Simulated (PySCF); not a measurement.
[CdCl3]-: from structure and modes to constants

Level of theory: PBE in PySCF with Cd def2-SVPD with ECP28, Cl def2-SVPD; scalar-relativistic core potentials, no spin–orbit coupling; density-fitted integrals.

The singlet minimum has D3h symmetry. Masses (u): Cd 113.90336, Cl 34.96885.

```xyz
4
charge -1 multiplicity 1, angstrom
Cd    0.0000    0.0000    0.0000
Cl    0.0000    0.0000    2.4422
Cl    2.1150    0.0000   -1.2211
Cl   -2.1150    0.0000   -1.2211
```

Harmonic wavenumbers (cm⁻¹): 70.1 (e', ×2), 85.3 (a2'', ×1), 261.6 (a1', ×1), 284.3 (e', ×2).

What is the harmonic zero-point energy?

Half the sum of all 6 wavenumbers, 1056/2 = 528 cm⁻¹, which is 6.3 kJ/mol (1 cm⁻¹ = 0.0119627 kJ/mol).

Give the standard entropy (298.15 K, 1 bar) by its translational, rotational, vibrational and spin parts, and Cp.

Sackur–Tetrode with M = 218.81 u gives 176.1; rotation with symmetry number 6 gives 108.2; vibration 70.0; spin R ln 1 = 0.0. The total is 354.2 J/(mol K), and Cp = 4 R + 46.2 = 79.5 J/(mol K).

Stability towards spin polarisation was not tested. This need not be the most stable arrangement of these atoms. The lowest empty level of this anion is unbound, so it and the gap depend on the basis.
